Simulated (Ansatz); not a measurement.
The molecule CrPb, multiplicity 9 (lowest of 2S+1 = 1, 3, 5, 7, 9 at CCSD(T)/def2-TZVPP on PBE0 minima; our sources give no spin for the ground state, which may be another). No spin–orbit coupling. Cr is treated without relativity.

Seven points along R, fitted to fifth degree in 1/R; most abundant isotopes. Runs in def2 and cc sets follow the lowest solution found near the PBE0 minimum.

Programs: Ansatz (a quantum-chemistry and plane-wave program). Each number belongs to the level named beside it. In def2 rows elements past Kr take small-core potentials, without spin–orbit coupling.

| level | r_e (Å) | ω_e (cm⁻¹) | B_e (cm⁻¹) | ω_e x_e (cm⁻¹) | dipole (D) |
|---|---|---|---|---|---|
| SVWN5/def2-TZVPP | 2.759 | 158 | 0.0533 | 0.64 | 2.11 |
| PBE/def2-TZVPP | 2.851 | 140 | 0.0499 | 0.66 | 2.32 |
| r2SCAN/def2-TZVPP | 2.813 | 148 | 0.0513 | 0.67 | 2.58 |
| B97M-V/def2-TZVPP | 2.904 | 129 | 0.0481 | 0.71 | 2.19 |
| B3LYP/def2-TZVPP | 2.887 | 130 | 0.0487 | 0.72 | 2.90 |
| PBE0/def2-TZVPP | 2.837 | 142 | 0.0504 | 0.68 | 3.12 |
| BHLYP/def2-TZVPP | 2.878 | 132 | 0.0490 | 0.74 | 3.87 |
| CAM-B3LYP/def2-TZVPP | 2.839 | 140 | 0.0503 | 0.77 | 3.45 |
| wB97X-V/def2-TZVPP | 2.819 | 146 | 0.0510 | 0.78 | 3.78 |
| wB97M-V/def2-TZVPP | 2.807 | 149 | 0.0515 | 0.74 | 3.70 |
| B2PLYP/def2-TZVPP | 2.839 | 141 | 0.0503 | 0.71 | - |
| CCSD/def2-TZVPP | 2.821 | 147 | 0.0510 | 0.65 | - |
| CCSD(T)/def2-TZVPP | 2.806 | 150 | 0.0515 | 0.64 | - |

Correlated levels freeze the inner cores; with def2 sets outer-core shells near the valence are correlated too.
